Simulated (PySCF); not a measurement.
## Potential energy of InC along the bond

Set-up: In aug-cc-pVDZ-PP with ECP28, C aug-cc-pVDZ; scalar-relativistic core potentials (PySCF 2.14). Energies in eV from In + C in their ground configurations at the same level. State: ⁴Σ⁻ (quartet), unpaired electrons σ ↑, π ↑↑.

All columns are PBE0. A positive dipole means In(−)C(+).

```csv
R (Å),E (eV),μ (D),Mulliken charge on In (basis-dependent),HOMO (eV),LUMO (eV),Mayer bond order,⟨S²⟩
1.919,-2.294,-1.82,0.56,-6.06,-2.72,1.03,3.76
2.008,-2.644,-2.09,0.57,-6.11,-2.57,0.96,3.76
2.097,-2.833,-2.40,0.58,-6.13,-2.45,0.92,3.76
2.164,-2.899,-2.65,0.59,-6.14,-2.38,0.89,3.76
2.231,-2.916,-2.92,0.59,-6.14,-2.31,0.87,3.76
2.298,-2.896,-3.19,0.59,-6.12,-2.27,0.85,3.76
2.387,-2.826,-3.57,0.58,-6.08,-2.23,0.84,3.76
2.499,-2.693,-4.05,0.58,-5.91,-2.20,0.83,3.75
2.633,-2.492,-4.61,0.57,-5.68,-2.21,0.83,3.75
2.811,-2.197,-5.32,0.55,-5.43,-2.26,0.82,3.75
```

A fit through these points gives, at Re = 2.225 Å, μ = -2.89 D and dμ/dR = -4.05 D/Å; the reduced mass is 10.87 u.

Question: How strong is the fundamental in the double-harmonic approximation, I = 42.26·(dμ/dR)²/μred km/mol?

Answer: I = 42.26·(-4.05)²/10.87 = 63.8 km/mol at PBE0.

These are scalar-relativistic numbers at best; spin–orbit coupling would shift them, the dissociation energy most. The state is the lowest determinant that a PBE0 search found; another state may lie lower at other levels.
